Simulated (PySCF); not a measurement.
# Energy of Ga⁺ (gallium, charge +1) between two integer charges

The 4s beta orbital of [Ar] 3d10 4s2 is emptied in steps (occupation f), with all orbitals relaxed, ending at [Ar] 3d10 4s1. Computed with PySCF 2.14 in x2c-TZVPall (6s5p4d1f, 48 functions), with the spin-free X2C one-electron Hamiltonian (Gaussian nucleus). The exact energy is a straight line in f; departures are measured from the line between the end points of the same method.

Q: Among UHF, LDA, PBE, PBE0, r2SCAN, LC-wPBE, BHandHLYP, wB97X, BLYP, M06-2X, which shows the largest delocalisation error (convex curve), and which is closest to linear?

A: Most convex: BLYP (-1.159 eV at f = 0.5); closest to linear: UHF (0.067 eV).

| f | UHF (eV) | LDA (eV) | PBE (eV) | PBE0 (eV) | r2SCAN (eV) | LC-wPBE (eV) | BHandHLYP (eV) | wB97X (eV) | BLYP (eV) | M06-2X (eV) |
| --- | --- | --- | --- | --- | --- | --- | --- | --- | --- | --- |
| 1 | 0.000 | 0.000 | 0.000 | 0.000 | 0.000 | 0.000 | 0.000 | 0.000 | 0.000 | 0.000 |
| 0.75 | 0.052 | -0.847 | -0.839 | -0.606 | -0.724 | -0.078 | -0.419 | -0.186 | -0.864 | -0.545 |
| 0.5 | 0.067 | -1.130 | -1.125 | -0.811 | -0.957 | -0.106 | -0.567 | -0.235 | -1.159 | -0.702 |
| 0.25 | 0.048 | -0.847 | -0.848 | -0.609 | -0.713 | -0.088 | -0.433 | -0.150 | -0.876 | -0.524 |
| 0 | 0.000 | 0.000 | 0.000 | 0.000 | 0.000 | 0.000 | 0.000 | 0.000 | 0.000 | 0.000 |

```csv
method,E(f=0) − E(f=1) (eV),−ε at f=1 (eV),−ε at f=0.5 (eV)
UHF,18.740,19.032,18.728
LDA,21.136,16.630,21.136
PBE,20.769,16.316,20.744
PBE0,20.428,17.205,20.419
r2SCAN,20.495,16.595,20.529
LC-wPBE,20.363,19.942,20.337
BHandHLYP,20.333,18.119,20.297
wB97X,20.716,19.711,20.795
BLYP,20.927,16.349,20.894
M06-2X,20.384,17.528,20.522
```

As f goes to zero the orbital energy of a semilocal functional can turn back, because the density of that orbital vanishes from the exchange-correlation potential.

Reference removal energy between the ground levels: 20.515 eV (measured; NIST Atomic Spectra Database, ionization energies). UHF lacks correlation.
